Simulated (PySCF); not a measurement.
Nuclear quadrupole coupling in `C=CC[SiH2]C#CC#CC=O`

C8H8OSi.
Atom-mapped SMILES: `[CH2:1]=[CH:2][CH2:3][SiH2:4][C:5]#[C:6][C:7]#[C:8][CH:9]=[O:10]` (hydrogens: H11, H12 on C1; H13 on C2; H14, H15 on C3; H16, H17 on Si4; H18 on C9)

Cartesian coordinates in Å at the GFN2-xTB level; atoms count from 1:
```
atom  x, y, z in Å
C1    -3.239   -0.209    1.279
C2    -2.293    0.254    0.482
C3    -2.330    0.181   -1.004
Si4   -1.100   -1.130   -1.661
C5     0.575   -0.606   -1.076
C6     1.652   -0.227   -0.658
C7     2.852    0.191   -0.197
C8     3.925    0.587    0.212
C9     5.179    1.052    0.687
O10    5.886    0.490    1.483
H11   -3.164   -0.150    2.351
H12   -4.135   -0.664    0.888
H13   -1.400    0.701    0.900
H14   -3.337   -0.067   -1.340
H15   -2.070    1.154   -1.424
H16   -1.392   -2.452   -1.103
H17   -1.083   -1.126   -3.128
H18    5.463    2.027    0.237
```

Field gradients from the PBE0/pcSseg-1 density (PySCF, non-relativistic), principal values in atomic units, ordered |Vxx| ≤ |Vyy| ≤ |Vzz|:

```tsv
atom	Vxx	Vyy	Vzz
O10	0.5188	1.6535	-2.1723
```

Task: Find the asymmetry η = (Vxx − Vyy)/Vzz and the couplings χ = eQV/h (234.96 MHz × Q in barn × V in au), with Q(17O) = −0.0256 b.

Result: 
```
atom      environment  nucleus     η  χzz (MHz)  χxx (MHz)  χyy (MHz)
 O10  aldehyde oxygen      17O  0.52      13.07      -3.12      -9.95
```

The tensor is traceless: Vxx + Vyy + Vzz = 0.

Task: What is Vzz at O10 in SI units (1 au = 9.71736 × 10²¹ V/m²)?

Result: -2.1723 au = -21.109 × 10²¹ V/m².

Task: And the gradient at the other heavy atoms, for which no coupling is worked out here?

Result: 
```csv
atom,environment,Vzz (au),η
C1,terminal =CH2 carbon,0.275,0.45
C2,alkene CH carbon,0.320,0.64
C3,sp3 carbon bound to silicon,0.035,0.88
Si4,SiH2 silicon,0.408,0.41
C5,alkyne carbon,-0.385,0.29
C6,alkyne carbon,-0.252,0.06
C7,alkyne carbon,-0.255,0.85
C8,alkyne carbon,-0.294,0.27
C9,aldehyde carbon,0.453,0.36
```

Task: What couplings would deuterons (Q(2H) = 0.00286 b) have in place of the hydrogens, at this geometry?

Result: 
```tsv
atom	bonded to	bond length (Å)	Vzz (au)	η	χzz (kHz)
H11	C1	1.076	0.3393	0.05	228
H12	C1	1.078	0.3354	0.06	225
H13	C2	1.083	0.3214	0.06	216
H14	C3	1.091	0.3110	0.03	209
H15	C3	1.092	0.3095	0.03	208
H16	Si4	1.464	0.1594	0.01	107
H17	Si4	1.467	0.1581	0.01	106
H18	C9	1.111	0.2617	0.04	176
```

Geometry: GFN2-xTB, one conformer, isolated molecule. GFN2-xTB bond lengths can be off by several hundredths of an ångström, more for odd bonds, and the gradients follow them. The small basis limits the accuracy of the gradients.

These values come from a run that also computed NMR shieldings. The run took 53 s wall on an Arm Neoverse V1 with one thread, on a shared host, and the process peaked at 0.95 GiB of memory.
